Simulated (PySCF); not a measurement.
benzoquinone (C₆H₄O₂), SMILES O=C1C=CC(=O)C=C1. Heavy atoms are numbered as in [O:1]=[C:2]1[CH:3]=[CH:4][C:5](=[O:6])[CH:7]=[CH:8]1. Hydrogens are named by the atom that carries them.

Coordinates come from a PBE0-D3(BJ)/def2-SVP optimisation.

Computed with PBE0/def2-TZVP run with PySCF.

ESP charges are fitted to the potential on shells at 1.4 to 2.0 van der Waals radii. Atomic charges (e), one atom of each kind:

| atom | IAO | Mulliken | ESP fit |
|---|---|---|---|
| O1 | -0.39 | [?] | -0.47 |
| C2 | 0.36 | [?] | 0.63 |
| C3 (CH) | -0.16 | [?] | -0.26 |
| H on C3 | 0.18 | [?] | 0.18 |

### Question
What belongs in the gaps? (An estimate is asked for; the answer gives what the named calculation found.)

### Answer

- O1, Mulliken: -0.27
- C2, Mulliken: 0.29
- C3 (CH), Mulliken: -0.15
- H on C3, Mulliken: 0.15

### Question
Give the Mayer and Wiberg (Löwdin basis) orders of the bonds. (An estimate is asked for; the answer gives what the named calculation found.)

### Answer

```tsv
bond	Mayer	Wiberg
O1–C2	1.97	2.58
C2–C3	1.05	1.18
C3–C4	1.71	1.93
C4–C5	1.05	1.18
C5–O6	1.97	2.58
C5–C7	1.05	1.18
C2–C8	1.05	1.18
C7–C8	1.71	1.93
```
